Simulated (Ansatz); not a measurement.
Consider the formal exchange of groups at the Se–Si bond: `OP[SiH2][SeH]` + `C1C[SiH2]1` → `[SeH]C1C[SiH2]1` + `OP[SiH3]`.

Program: Ansatz. Geometries: PBE0-D4/def2-TZVP. ΔE: electronic, gas phase. CBS: MP2 limit from def2 TZ/QZ plus the TZ coupled-cluster correction, frozen cores. DFT in def2-TZVPP. B3LYP here is the variant with VWN-RPA as its local correlation; programs differ in this. For Se outer-core shells are correlated without core-valence functions, which leaves a few kJ/mol of doubt a bond. Scalar relativity is left out up to krypton. One conformer a species, not always the lowest.

| level | ΔE (eV) |
| --- | --- |
| PBE-D4 | 1.11 |
| r2SCAN-D4 | 1.14 |
| PBE0-D4 | 1.13 |
| B3LYP-D4 | 1.09 |
| PBE0 | 1.14 |
| MP2/def2-TZVPP | 1.04 |
| SCS-MP2/def2-TZVPP | 1.01 |
| HF/CBS(def2) | 1.11 |

Task: What does CCSD(T)/CBS give? (An estimate is asked.)

Result: The calculation gave: +1.09 eV. The listed levels differ from it by 0.02, 0.05, 0.04, 0.00, 0.05, -0.05, -0.08, 0.02 eV.

Largest T1 diagnostic among the species: 0.013.

In def2-TZVPP, CCSD(T) changes the Hartree–Fock value by −0.08 eV (the triples alone add −0.01 eV) and MP2 by −0.07 eV.
